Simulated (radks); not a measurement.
Question: Valence configurations of Tb II (all share [Xe]). Calculated with a radial shooting solver on a logarithmic mesh with Libxc functionals: scalar-relativistic Kohn-Sham, PBE, spin-polarised, spherical densities, finite nucleus; open shells are filled with parallel spins first (spin-orbit coupling, left out, can overturn this in heavy ions); Fermi nuclear charge, rms radius 5.06 fm. Order these by energy: 4f7 6s1 6p2; 4f8.5 6s1 6p0.5; 4f8.5 6s1.5; 4f9 5d1; 4f9.5 6s0.5; 4f8 5d1 6p1; 4f10; 4f8 5d1 6s1; 4f9 6s1; 4f8 6s2.

Answer: From the lowest, in eV above it: 4f9 6s1 0.000; 4f8.5 6s1.5 0.123; 4f8 5d1 6s1 1.486; 4f8.5 6s1 6p0.5 1.520; 4f9.5 6s0.5 1.521; 4f8 6s2 1.673; 4f9 5d1 1.888; 4f10 3.858; 4f8 5d1 6p1 5.293; 4f7 6s1 6p2 17.313. NIST lists [Xe] 4f9 6s1 as the ground configuration; this level of theory agrees among the configurations tried. The energies are those of spherical high-spin densities, not of single terms.
